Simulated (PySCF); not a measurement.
## Two-component Hartree-Fock for Cr (chromium, neutral)

Start: [Ar] 3d6; 3d3/2 filled at m_j = +3/2; 3d5/2 filled at m_j = -3/2, -1/2, +1/2, +3/2, +5/2. Calculated with PySCF 2.14 in x2c-TZVPall-2c (6s7p4d1f, 54 functions): generalised Hartree-Fock with the X2C-1e Hamiltonian and a Gaussian nucleus; one run each with spin-orbit coupling (SO) switched off, then screened by Boettger's factors. This is a chosen level, not necessarily the ground level.

```json
{"spinor shell": "1s1/2", "electrons": "2", "ε, spin-free (eV)": "-6044.9", "ε, screened SO (eV)": "-6044.8", "weight of nominal j (screened SO)": "1.000", "rms radius, screened SO (bohr)": "0.0734"}
{"spinor shell": "2s1/2", "electrons": "2", "ε, spin-free (eV)": "-725.89", "ε, screened SO (eV)": "-725.86", "weight of nominal j (screened SO)": "1.000", "rms radius, screened SO (bohr)": "0.316"}
{"spinor shell": "2p1/2", "electrons": "2", "ε, spin-free (eV)": "-607.17", "ε, screened SO (eV)": "-613.29", "weight of nominal j (screened SO)": "0.984", "rms radius, screened SO (bohr)": "0.286"}
{"spinor shell": "3s1/2", "electrons": "2", "ε, spin-free (eV)": "-93.864", "ε, screened SO (eV)": "-93.844", "weight of nominal j (screened SO)": "1.000", "rms radius, screened SO (bohr)": "0.970"}
{"spinor shell": "3p1/2", "electrons": "2", "ε, spin-free (eV)": "-59.013", "ε, screened SO (eV)": "-59.488", "weight of nominal j (screened SO)": "0.665", "rms radius, screened SO (bohr)": "1.05"}
{"spinor shell": "3p3/2", "electrons": "4", "ε, spin-free (eV)": "-59.013", "ε, screened SO (eV)": "-58.756", "weight of nominal j (screened SO)": "0.832", "rms radius, screened SO (bohr)": "1.06"}
{"spinor shell": "3d5/2", "electrons": "5", "ε, spin-free (eV)": "-10.188", "ε, screened SO (eV)": "-11.976", "weight of nominal j (screened SO)": "0.546", "rms radius, screened SO (bohr)": "1.74"}
{"spinor shell": "3d3/2", "electrons": "1", "ε, spin-free (eV)": "-10.188", "ε, screened SO (eV)": "-1.174", "weight of nominal j (screened SO)": "0.794", "rms radius, screened SO (bohr)": "4.99"}
```

Problem. Where does 2p3/2 lie, and what is the 2p spin-orbit splitting (screened SO)?

Solution. At -604.13 eV, 9.159 eV above 2p1/2.

| quantity | spin-free | screened SO |
| --- | --- | --- |
| E (hartree) | -1049.43239 | -1049.44411 |
| M_J | 4 | 4 |
| ⟨J²⟩ | 23.273 | 23.257 |
| ⟨L²⟩ | 8.570 | 8.560 |
| ⟨S²⟩ | 6.703 | 6.701 |

The determinant has a definite M_J but mixes levels of different J.

Each row is a mean over spinors that exchange with the open shell spreads, by up to 11.277 eV (3p3/2).

Rows whose weight is well below 1 are mixtures of j = l ± 1/2: exchange outweighs spin-orbit coupling there, and the label is only the starting occupation.

Without spin-orbit coupling the j labels of p, d and f shells carry no meaning; the spin-free column gives the mean over the occupied spinors of each nl shell, and its ⟨J²⟩ belongs to a mixture of degenerate components.
